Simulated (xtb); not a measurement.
xtb input (GFN2-xTB):

```bash
xtb mol.xyz --gfn 2 --sp --chrg 1 --uhf 0
```
mol.xyz:
```
4

C     -0.38439883    -0.12903652    -0.05555439
O     -0.39962503    -0.10221980     1.12034530
O      0.64197255     0.18977062    -0.85659836
H      0.36761280     0.07381259    -1.77664916
```

End of the output:

```
         :::::::::::::::::::::::::::::::::::::::::::::::::::::
         ::                     SUMMARY                     ::
         :::::::::::::::::::::::::::::::::::::::::::::::::::::
         :: total energy             -10.181422921434 Eh    ::
         :: gradient norm              0.266055935328 Eh/a0 ::
         :: HOMO-LUMO gap              4.207588190750 eV    ::
         ::.................................................::
         :: SCC energy               -10.257296228724 Eh    ::
         :: -> isotropic ES            0.178652089170 Eh    ::
         :: -> anisotropic ES         -0.005489091016 Eh    ::
         :: -> anisotropic XC         -0.000455590564 Eh    ::
         :: -> dispersion             -0.000681167062 Eh    ::
         :: repulsion energy           0.075873307290 Eh    ::
         :: add. restraining           0.000000000000 Eh    ::
         :: total charge               1.000000000000 e     ::
         :::::::::::::::::::::::::::::::::::::::::::::::::::::

           -------------------------------------------------
          |                Property Printout                |
           -------------------------------------------------

    * Orbital Energies and Occupations

         #    Occupation            Energy/Eh            Energy/eV
      -------------------------------------------------------------
         1        2.0000           -1.1119907             -30.2588
         2        2.0000           -1.0854474             -29.5365
         3        2.0000           -0.9828791             -26.7455
         4        2.0000           -0.9555457             -26.0017
         5        2.0000           -0.9527589             -25.9259
         6        2.0000           -0.9059145             -24.6512
         7        2.0000           -0.8641711             -23.5153
         8        2.0000           -0.8371600             -22.7803 (HOMO)
         9                         -0.6825340             -18.5727 (LUMO)
        10                         -0.6020321             -16.3821
        11                         -0.2270022              -6.1770
        12                         -0.0881769              -2.3994
        13                          0.3227800               8.7833
      -------------------------------------------------------------
                  HL-Gap            0.1546260 Eh            4.2076 eV
             Fermi-level           -0.7598470 Eh          -20.6765 eV

     #   Z          covCN         q      C6AA      α(0)
Note: The following floating-point exceptions are signalling: IEEE_DENORMAL
normal termination of xtb
     1   6 C        1.710     0.482    21.313     7.474
     2   8 O        0.856     0.146    13.300     4.890
     3   8 O        1.659    -0.084    15.631     5.337
     4   1 H        0.805     0.457     0.393     0.984

 Mol. C6AA /au·bohr⁶  :        163.605016
 Mol. C8AA /au·bohr⁸  :       3708.104308
 Mol. α(0) /au        :         18.685180

Wiberg/Mayer (AO) data.
largest (>0.10) Wiberg bond orders for each atom

 ---------------------------------------------------------------------------
     #   Z sym  total        # sym  WBO       # sym  WBO       # sym  WBO
 ---------------------------------------------------------------------------
     1   6 C    3.909 --     2 O    2.412     3 O    1.489
     2   8 O    2.718 --     1 C    2.412     3 O    0.284
     3   8 O    2.533 --     1 C    1.489     4 H    0.761     2 O    0.284
     4   1 H    0.791 --     3 O    0.761
 ---------------------------------------------------------------------------

Topologies differ in total number of bonds
Writing topology from bond orders to xtbtopo.mol

molecular dipole:
                 x           y           z       tot (Debye)
 q only:       -0.245      -0.112      -1.139
   full:       -0.480      -0.199      -1.485       3.999
molecular quadrupole (traceless):
                xx          xy          yy          xz          yz          zz
 q only:       -2.376       0.171      -2.978      -1.644      -0.318       5.354
  q+dip:       -2.591       0.200      -3.176      -0.615       0.040       5.767
   full:       -2.267       0.110      -2.582      -0.300       0.103       4.849

           -------------------------------------------------
          | TOTAL ENERGY              -10.181422921434 Eh   |
          | GRADIENT NORM               0.266055935328 Eh/α |
          | HOMO-LUMO GAP               4.207588190750 eV   |
           -------------------------------------------------

------------------------------------------------------------------------
------------------------------------------------------------------------
 total:
 SCF:
```

This state (charge 1, singlet) is run at the relaxed geometry of the species with charge 0 and multiplicity 2.
